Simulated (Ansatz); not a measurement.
Reactions of `C[SiH2][S][Zn][F]`.

Gas-phase electronic energies from Ansatz, PBE0-D4/def2-TZVP geometries. CCSD(T)/CBS is the MP2 limit (def2-TZVPP, def2-QZVPP) plus CCSD(T) − MP2 in def2-TZVPP, frozen cores. This one scheme is used for every species, atoms too. For atomizations the MP2-based limit and the directly extrapolated one differ by several kJ/mol either way, and by 10 to 25 for some Ge, Se and Sn compounds, so smaller differences from it don't rank the levels. Double bonds are as drawn, so ΔE can hold a change between cis and trans. Open shells (•) are unrestricted, without spin–orbit coupling. Spin–orbit coupling would lower the free atoms: a little for C, F, S, Si. For Zn outer-core shells are correlated without core-valence functions, so the limit isn't a true one: a few kJ/mol of doubt a bond, and 10 to 20 or more in all where bonds break to atoms. Scalar relativity is left out up to krypton. One conformer a species, not always the lowest.

Order these by ΔE at CCSD(T)/CBS, lowest first. (Best estimate.)
A. `C[SiH2][S][Zn][F]` + CH₃NH₂ → `C[SiH2]N` + `C[S][Zn][F]`
B. `C[SiH2][S][Zn][F]` + `CN[SiH](O)O` → `C[SiH2]N[SiH](O)O` + `C[S][Zn][F]`
C. `C[SiH2][S][Zn][F]` + `BS[SiH2]C` → `BS[SiH2][SiH2]C` + `C[S][Zn][F]`
D. `C[SiH2][S][Zn][F]` → C• + F• + 5 H• + S• + Si• + Zn (atom)
E. `C[SiH2][S][Zn][F]` + `C/N=C\F` → `C[SiH2]/N=C/F` + `C[S][Zn][F]`
F. `C[SiH2][S][Zn][F]` + `C=COC` → `C[O][Zn][F]` + `C=CS[SiH2]C`
G. `C[SiH2][S][Zn][F]` + `CCSC` → `C[CH2][Zn][F]` + `C[SiH2]SSC`

B (-0.05 eV), A (+0.05 eV), E (+0.21 eV), F (+0.84 eV), G (+1.06 eV), C (+1.42 eV), D (+33.64 eV).

Largest T1 diagnostic: 0.017, for `C[O][Zn][F]`.
